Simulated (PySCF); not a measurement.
Compound: (S)-tert-butyl(methyl)(o-tolyl)phosphine borane, C₁₂H₂₂BP.
Atom-mapped SMILES: `[BH3-:1][P@@+:2]([CH3:3])([c:4]1[cH:5][cH:6][cH:7][cH:8][c:9]1[CH3:10])[C:11]([CH3:12])([CH3:13])[CH3:14]` (hydrogens: H15, H16, H17 on B1; H18, H19, H20 on C3; H21 on C5; H22 on C6; H23 on C7; H24 on C8; H25, H26, H27 on C10; H28, H29, H30 on C12; H31, H32, H33 on C13; H34, H35, H36 on C14)

Computed, not measured: PySCF 2.14.0, PBE0-D3(BJ)/def2-SVP geometry optimisation, gas phase.

Task: Give the optimised bond lengths and angles.

Result: 
| bond | length (Å) |
| --- | --- |
| B1–P2 | 1.930 |
| P2–C3 | 1.825 |
| P2–C4 | 1.836 |
| C4–C5 | 1.403 |
| C5–C6 | 1.391 |
| C6–C7 | 1.391 |
| C7–C8 | 1.391 |
| C8–C9 | 1.402 |
| C9–C10 | 1.500 |
| P2–C11 | 1.878 |
| C11–C12, C11–C13, C11–C14 | 1.529 |
| C4–C9 | 1.415 |
| B1–H15, B1–H16, B1–H17 | 1.224 |
| C3–H18, C3–H19, C3–H20 | 1.098 |
| C5–H21 | 1.091 |
| C6–H22 | 1.092 |
| C7–H23 | 1.093 |
| C8–H24 | 1.093 |
| C10–H25, C10–H26, C10–H27 | 1.099 |
| C12–H28 and 8 like bonds | 1.101 |

Bonds in one row agree within 0.01 Å and their mean is given. A selection of angles:
| angle | degrees |
| --- | --- |
| B1–P2–C3 | 106.6 |
| B1–P2–C4 | 119.1 |
| B1–P2–C11 | 114.2 |
| C3–P2–C4 | 104.3 |
| C3–P2–C11 | 106.0 |
| C4–P2–C11 | 105.4 |
| P2–C4–C5 | 118.0 |
| P2–C4–C9 | 122.8 |
| C5–C4–C9 | 119.2 |
| C4–C5–C6 | 121.8 |
| C5–C6–C7 | 119.2 |
| C6–C7–C8 | 119.6 |
| C7–C8–C9 | 122.3 |
| C8–C9–C10 | 118.4 |
| C4–C9–C8 | 118.0 |
| C4–C9–C10 | 123.6 |
| P2–C11–C12 | 107.6 |
| P2–C11–C13 | 112.0 |
| C12–C11–C13 | 109.7 |

Torsions: B1–P2–C4–C5 -147° (anticlinal); B1–P2–C11–C12 -67° (synclinal).

Of the pairs four or more bonds apart, H19···H21 is among the closest relative to their van der Waals radii: 2.07 Å, 86 % of the sum of Bondi's values. P2 (phosphorus bonded to B and 3 C) is distorted tetrahedral (angles from 104.3° to 119.1°). B1 (four-coordinate boron) is distorted tetrahedral (angles from 101.7° to 113.9°). The C–C distances run from 1.391 Å (C7–C8, aromatic) to 1.531 Å (C11–C14, drawn single), a spread of 0.140 Å. The 3 C–P bonds span 1.825 Å (P2–C3, drawn single) to 1.878 Å (P2–C11, drawn single), a spread of 0.053 Å. The 6-membered ring C4–C5–C6–C7–C8–C9 has internal angles of 118.0° to 122.3° (sum 720°, against 720° for a flat polygon); it is planar, 0.00 Å rms from its mean plane, widest ring torsion 1°.

Point group: C1 (no symmetry element, even within 0.4 Å). Whether it is a minimum is left open (no frequencies). One conformer, not necessarily the lowest.

Hardware: Arm Neoverse V1, one thread (shared host). Cost: 16 min of wall time, 1.8 GiB resident at most. These figures are those of the optimisation.
